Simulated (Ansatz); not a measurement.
Cost and result for the atomization energy of CH$_{4}$BOS (`CO[B]S`) radical (8 atoms, 7 bonds).

Total charge 0; spin multiplicity 2. All single points use the PBE0-D4/def2-TZVP geometry. It is one conformer, not always the lowest. Program: Ansatz. Hardware: A = 2 threads of an AMD EPYC 7R13 on a shared host; B = 2 threads of an AMD EPYC 7R13 on a shared host and a share of an NVIDIA H100 80 GB. Times are those of one run each, without the atoms' runs, and a repeat can differ threefold. Electronic energies, without spin–orbit coupling; frozen cores. CCSD(T)/CBS extrapolates def2-TZVPP and def2-QZVPP, and its time is that of the two runs behind it. T1 = 0.015; ⟨S²⟩ of the reference is 0.76. B3LYP takes the VWN-RPA correlation (the form of Gaussian; ORCA's B3LYP/G).

CCSD(T)/CBS is a level of theory with its own doubt, some kJ/mol a heavy atom from the limit and from the frozen cores, so smaller differences don't rank the functionals.

```csv
level,functions,wall time,atomization (kJ/mol),difference from CCSD(T)/CBS,per bond
PBE-D4/def2-TZVPP (with forces) [A],191,2.8 s,3006.5,100.5,14.4
PBE0-D4/def2-TZVPP [A],191,3.6 s,2942.3,36.3,5.2
CCSD(T)/def2-TZVPP [B],191,4.3 s,2831.3,-74.7,-10.7
B3LYP-D4/def2-TZVPP (with forces) [A],191,4.9 s,2924.7,18.7,2.7
r2SCAN-D4/def2-TZVPP (with forces) [A],191,5.5 s,2958.4,52.4,7.5
B2PLYP/def2-TZVPP [A],191,5.5 s,2892.3,-13.7,-2.0
ωB97X-V/def2-TZVPP [A],191,8.5 s,2923.6,17.6,2.5
ωB97M-V/def2-TZVPP (with forces) [A],191,12 s,2929.2,23.2,3.3
CCSD(T)/def2-QZVPP [B],361,4.9 min,2875.4,-30.6,-4.4
CCSD(T)/CBS(def2),–,5 min,2906.0,0.0,0.0
```

In def2-TZVPP, CCSD(T) changes the Hartree–Fock value by +696.4 kJ/mol (the triples alone add +47.6 kJ/mol) and MP2 by +761.6 kJ/mol; breaking electron pairs costs correlation energy, which Hartree–Fock lacks. The D4 term adds +21.0 kJ/mol with B3LYP and +10.9 kJ/mol with PBE0; it sums over pairs of atoms, weighted by their polarisabilities, and B3LYP, whose exchange is more repulsive, gets the larger term. From PBE to PBE0 (25 % exact exchange), in def2-TZVPP and without D4, the atomization energy moves by −62.1 kJ/mol: exact exchange takes away binding that semilocal exchange gives to molecules.
